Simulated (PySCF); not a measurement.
These 2 structures share the formula C5H5F3. Level of theory: PySCF 2.14.0, PBE0-D3(BJ)/def2-SVP geometry optimisation, gas phase. One conformer each; no zero-point energy, no entropy. No frequencies were run at this level. Point groups hold within 0.08 Å.

**Question.** Order them by energy at this level, lowest first, and give relative energies in kcal/mol.
A. `FC(F)(F)[C@]12C[C@H]1C2`
B. `CC#CCC(F)(F)F`

**Answer.** B (0.0), A (3.6).

As drawn, the lower has a C≡C bond, which the higher lacks; the higher has a three-membered ring and a quaternary carbon, which the lower lacks.

```json
{"SMILES": "CC#CCC(F)(F)F", "E (Eh)": "-492.14987", "E rel (kcal/mol)": "0.0", "dipole (D)": "2.33", "point group": "–", "A, B, C (MHz)": "4846, 969.8, 951.9"}
{"SMILES": "FC(F)(F)[C@]12C[C@H]1C2", "E (Eh)": "-492.14412", "E rel (kcal/mol)": "3.6", "dipole (D)": "1.99", "point group": "Cs", "A, B, C (MHz)": "3518, 1789, 1614"}
```

**Question.** How do the relative energies change in single points at CAM-B3LYP/def2-SVPD (no added dispersion term) on the same geometries?

**Answer.** 
| SMILES | PBE0-D3(BJ)/def2-SVP (kcal/mol) | CAM-B3LYP/def2-SVPD (kcal/mol) | shift |
| --- | --- | --- | --- |
| CC#CCC(F)(F)F | 0.0 | 0.0 | 0.0 |
| FC(F)(F)[C@]12C[C@H]1C2 | 3.6 | 10.6 | +7.0 |

Each column counts from its own lowest isomer. The order is unchanged; the largest shift is 7.0 kcal/mol.

**Question.** As an exercise, what shares would exp(−E/RT) give at 500 K from these electronic energies alone (no entropy, no degeneracies)?

**Answer.** RT = 0.994 kcal/mol: CC#CCC(F)(F)F 97.4 %, FC(F)(F)[C@]12C[C@H]1C2 2.6 %.
